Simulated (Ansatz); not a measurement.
CH₆AlNSi, SMILES `[AlH2]/[N]=C\[SiH3]`. Total charge 0; spin multiplicity 1. The geometry is a stationary point of PBE0-D4/def2-TZVP.

```xyz
10

Al    1.588    1.728    0.731
N     0.399    0.832   -0.190
C    -0.446    0.146   -0.802
Si   -1.080   -1.530   -0.161
H     3.107    1.442    0.408
H     1.040    2.756    1.797
H    -0.860    0.510   -1.762
H    -2.555   -1.463    0.025
H    -0.790   -2.586   -1.169
H    -0.405   -1.835    1.124
```

Q: What is the dipole moment at PBE/def2-TZVPP? (Estimate.)

A: Ansatz gave: 1.30 D, with components (-0.88, -0.64, -0.71) D in this frame, pointing from negative to positive charge.

Q: And with r2SCAN, B3LYP, ωB97M-V? (Estimate.)

A: Ansatz gave: r2SCAN 1.31 D, B3LYP 1.24 D, ωB97M-V 1.21 D.

Q: Give the Mulliken charges with PBE, ωB97M-V, r2SCAN in def2-TZVPP. (An estimate is asked.)

A: Computed: 
| atom | PBE | ωB97M-V | r2SCAN |
| --- | --- | --- | --- |
| Al1 | 0.29 | 0.35 | 0.46 |
| N2 | -0.20 | -0.30 | -0.34 |
| C3 | -0.01 | -0.04 | 0.03 |
| Si4 | 0.23 | 0.19 | 0.32 |
| H5 | -0.12 | -0.12 | -0.16 |
| H6 | -0.12 | -0.12 | -0.16 |
| H7 | 0.07 | 0.09 | 0.05 |
| H8 | -0.04 | -0.02 | -0.06 |
| H9 | -0.04 | -0.02 | -0.06 |
| H10 | -0.05 | -0.03 | -0.07 |

B3LYP here is the variant with VWN-RPA as its local correlation; programs differ in this.
